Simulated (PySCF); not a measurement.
(HMg-mu3-Cl)4 cubane

Geometry (Å), atoms numbered from 1 in this order:
```xyz
12

Mg   -1.4342    1.3745    0.1604
H    -2.5597    2.4535    0.2887
Cl   -0.4698    0.2650    1.9631
Mg   -0.6436   -1.7231    0.7668
H    -1.1503   -3.0763    1.3658
Cl   -1.6516   -0.6202   -1.0166
Mg    0.4616   -0.2623   -1.9209
H     0.8232   -0.4706   -3.4281
Cl    0.6560    1.7597   -0.7862
Mg    1.6171    0.6108    0.9942
H     2.8852    1.0927    1.7731
Cl    1.4662   -1.4037   -0.1604
```

Computed, not measured: GIAO LC-wPBE/def2-SVP magnetisability, rotational g tensor and spin-rotation constants, non-relativistic, gas phase in PySCF 2.14.0. Geometry: GFN2-xTB.

Task: Give the nuclear spin-rotation constants along the inertial axes (H = +C I·J) beside the isotropic shieldings.

Result: Rotational constants 0.7493, 0.7490, 0.7489 GHz. A star marks the isotopologue with that one atom substituted, in its own axes.
```tsv
atom	isotope	Caa (kHz)	Cbb (kHz)	Ccc (kHz)	mean (kHz)	σ (ppm)
H2	1H	-0.034	-0.034	-0.034	-0.034	28.1
Cl3	35Cl	0.075	0.075	0.075	0.075	973.7
H5	1H	-0.034	-0.034	-0.034	-0.034	28.1
Cl6	35Cl	0.075	0.075	0.075	0.075	973.7
H8	1H	-0.034	-0.034	-0.034	-0.034	28.1
Cl9	35Cl	0.075	0.075	0.075	0.075	973.7
H11	1H	-0.034	-0.034	-0.034	-0.034	28.1
Cl12	35Cl	0.075	0.075	0.075	0.075	973.7
Mg1	25Mg*	-0.035	-0.075	-0.075	-0.062	483.1
```
Where two moments of inertia are equal or nearly so, the constants along those axes are given as their average.
For the geometry as given, no vibrational averaging.
